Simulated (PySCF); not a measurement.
Geometries of 3 isomers of GeH7NSi, from PySCF 2.14.0, PBE0-D3(BJ)/def2-SVP geometry optimisation, gas phase. One conformer each, no zero-point energy, no frequencies.

Question: Which is lowest in electronic energy at this level?
A.
```xyz
10
angstrom
Si     1.554    0.262    0.257
N      0.149   -0.370   -0.541
Ge    -1.615   -0.155   -0.066
H      2.679   -0.723    0.191
H      2.068    1.548   -0.320
H      1.183    0.514    1.682
H      0.288   -0.750   -1.473
H     -2.384   -1.426   -0.472
H     -2.262    1.064   -0.760
H     -1.641    0.046    1.458
```
B.
```xyz
10
angstrom
N      1.544    0.773    0.628
Si     0.559   -0.621    0.308
Ge    -1.714    0.060    0.485
H      2.548    0.661    0.722
H      1.330    1.642    0.151
H      0.744   -1.273   -1.036
H      0.881   -1.660    1.333
H     -2.672   -1.092    0.123
H     -1.995    1.229   -0.484
H     -2.048    0.541    1.910
```
C.
```xyz
10
angstrom
N      1.690    0.588    0.504
Ge     0.648   -0.869    0.054
Si    -1.627   -0.201    0.282
H      2.688    0.390    0.491
H      1.528    1.401   -0.086
H      0.899   -1.420   -1.376
H      1.017   -1.986    1.050
H     -2.538   -1.324   -0.099
H     -1.905    0.961   -0.620
H     -1.916    0.206    1.690
```

Answer: B. That is `N[SiH2][GeH3]`, 2.7 kcal/mol below the next.

```
           SMILES  atoms numbered as above       E (Eh)  relative (kcal/mol)  relative (kJ/mol)  dipole (D)
    N[SiH2][GeH3]  [NH2:1][SiH2:2][GeH3:3]  -2424.62686                  0.0                0.0        1.60
 [SiH3][NH][GeH3]   [SiH3:1][NH:2][GeH3:3]  -2424.62256                  2.7               11.3        0.99
[NH2][GeH2][SiH3]  [NH2:1][GeH2:2][SiH3:3]  -2424.61137                  9.7               40.7        1.23
```
